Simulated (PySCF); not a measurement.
An unknown is described by computed data only.

Formula: C2H9NO2Si3.

| Property | Result |
| --- | --- |
| NMR, other nuclei | isotropic shieldings of nuclei other than C and H, by class: -31 (1 N), 274 (1 O), 295 (1 O), 381 (1 Si), 389 (1 Si), 394 (1 Si) ppm [GIAO PBE0/pcSseg-1] |
| 13C NMR | chemical shifts (computed TMS as zero) by class: 123.0 (1 C), 3.9 (1 C) ppm [GIAO PBE0/pcSseg-1] |
| Rotational structure | rotational constants A, B, C: 1.449, 0.881, 0.688 GHz [GFN2-xTB] |
| Dipole | 3.33 D [CAM-B3LYP/def2-SVPD] |
| Polarisability | 102.8 au [CAM-B3LYP/def2-SVPD] |
| 1H NMR | chemical shifts (computed TMS as zero) by class: 5.37 (3 H), 5.31 (2 H), 5.07 (2 H), 1.72 (2 H) ppm [GIAO PBE0/pcSseg-1] |
| Triplet | lowest triplet excitation (Tamm–Dancoff): 6.38 eV [TDA CAM-B3LYP/def2-SVPD] |
| UV, first state | lowest singlet excitation: 7.43 eV (167 nm, f = 0.009) [TDDFT CAM-B3LYP/def2-SVPD] |

The electronic properties come from PySCF, for the isolated species, density fitting. Levels stand in brackets. Geometry: GFN2-xTB, one conformer, isolated molecule. GFN2-xTB frequencies show an imaginary mode (51i cm⁻¹), so this geometry is no minimum at that level. Each NMR value is the plain mean over a class of atoms that symmetry, rotation or inversion makes alike.

Problem. What is the compound? Reason from the data.

Solution. Numbering: `[N:1]#[C:2][CH2:3][SiH2:4][O:5][SiH2:6][O:7][SiH3:8]`. Its formula, C2H9NO2Si3, gives 2 degrees of unsaturation: 0 rings and 2 π bonds in the structure found. 2 carbons fall into 2 classes; from least to most shielded: nitrile carbon [C2] (123.0 ppm), sp3 carbon bound to silicon [C3] (3.9 ppm). Hydrogen classes from least to most shielded: 3 H on an oxygen-bound silicon, Si8 (5.37 ppm), 2 H on an oxygen-bound silicon, Si4 (5.31 ppm), 2 H on an oxygen-bound silicon, Si6 (5.07 ppm), 2 H on an sp3 carbon bound to silicon, C3 (1.72 ppm, a mean of values up to 0.7 ppm apart in this geometry). The other shieldings belong to: -31 ppm, nitrile nitrogen [N1]; 274 ppm, siloxane oxygen [O5]; 295 ppm, siloxane oxygen [O7]; 381 ppm, oxygen-bound silicon [Si4]; 389 ppm, oxygen-bound silicon [Si8]; 394 ppm, oxygen-bound silicon [Si6]. The optimised geometry has point group C1 and is an asymmetric top. Structure: `[SiH2](O[SiH2]CC#N)O[SiH3]`. Computed isomers that give other values at the same levels: `N#C[Si@H]([SiH3])OCO[SiH3]` (13C chemical shifts (computed TMS as zero) by class: 126.5 (1 C), 89.2 (1 C) ppm); `C=N[Si@H]([SiH3])OC(=O)[SiH3]` (13C chemical shifts (computed TMS as zero) by class: 189.9 (1 C), 175.2 (1 C) ppm). The assignments are read from this structure; whether some other isomer fits the data as well wasn't checked.

The values belong to the conformer `[N:1]#[C:2][CH2:3][SiH2:4][O:5][SiH2:6][O:7][SiH3:8]`: C2–C3–Si4–O5 54°, C3–Si4–O5–Si6 -69°, Si4–O5–Si6–O7 -31°, O5–Si6–O7–Si8 44°.
